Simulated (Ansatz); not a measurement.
Gas-phase electronic energies from Ansatz, PBE0-D4/def2-TZVP geometries. CBS: MP2 limit from def2 TZ/QZ plus the TZ coupled-cluster correction, frozen cores. Functionals use def2-TZVPP. B3LYP here is the variant with VWN-RPA as its local correlation; programs differ in this. Elements past krypton have def2 core potentials. For Te outer-core shells are correlated without core-valence functions, which leaves a few kJ/mol of doubt a bond. One conformer a species, not always the lowest.

Consider the redistribution: `O[SiH](F)[TeH]` + `CO[SiH2][AlH][CH3]` → `CO[SiH2][SiH](O)F` + `[CH3][AlH][TeH]`.

`O[SiH](F)[TeH]`:

```xyz
7

O     1.133    0.546    1.218
Si    0.111    0.510   -0.049
F     0.870    0.223   -1.422
Te   -1.536   -1.331    0.267
H     1.535   -0.279    1.499
H    -0.468    1.861   -0.140
H    -1.644   -1.530   -1.373
```

`CO[SiH2][AlH][CH3]`:

Cartesian coordinates in Å:
```
C -2.004 0.383 0.678
O -1.452 1.244 -0.285
Si 0.129 1.741 -0.186
Al 1.737 -0.133 -0.351
C 1.132 -1.984 -0.529
H -1.429 -0.549 0.771
H -3.019 0.126 0.372
H -2.050 0.859 1.666
H 0.329 2.510 1.087
H 0.292 2.716 -1.301
H 3.300 0.184 -0.295
H 1.836 -2.598 -1.098
H 0.147 -2.062 -0.995
H 1.051 -2.439 0.466
```

`CO[SiH2][SiH](O)F`:

Cartesian coordinates in Å:
```
C -1.355 -1.214 -1.905
O -0.416 -0.412 -1.226
Si -0.370 -0.296 0.416
Si 1.366 1.198 0.904
O 1.460 1.248 2.538
F 1.016 2.651 0.327
H -1.178 -1.114 -2.978
H -2.381 -0.896 -1.690
H -1.251 -2.270 -1.631
H -1.676 0.187 0.954
H -0.106 -1.631 1.031
H 2.687 0.855 0.312
H 2.202 1.695 2.949
```

`[CH3][AlH][TeH]`:

```xyz
8

C     1.157   -0.797   -0.359
Al   -0.140    0.478    0.337
Te   -2.560    0.248   -0.374
H     1.944   -0.277   -0.914
H     0.711   -1.541   -1.022
H     1.649   -1.328    0.462
H     0.229    1.659    1.327
H    -2.990    1.559    0.544
```

| level | ΔE (kcal/mol) | difference from CCSD(T)/CBS |
| --- | --- | --- |
| r2SCAN-D4 | -14.3 | 0.7 |
| B3LYP-D4 | -14.6 | 0.4 |
| ωB97X-V | -14.7 | 0.3 |
| B3LYP | -15.3 | -0.3 |
| MP2/def2-TZVPP | -15.8 | -0.8 |
| SCS-MP2/def2-TZVPP | -15.9 | -0.9 |
| CCSD/def2-TZVPP | -15.6 | -0.6 |
| HF/def2-QZVPP | -17.8 | -2.8 |
| MP2/def2-QZVPP | -15.6 | -0.6 |
| MP2/CBS(def2) | -15.5 | -0.5 |
| CCSD(T)/CBS | -15.0 | 0 |

Largest T1 diagnostic among the species: 0.012.

In def2-TZVPP, CCSD(T) changes the Hartree–Fock value by +2.7 kcal/mol (the triples alone add +0.4 kcal/mol) and MP2 by +2.2 kcal/mol. From PBE to PBE0 (25 % exact exchange), in def2-TZVPP and without D4, ΔE moves by −1.0 kcal/mol.
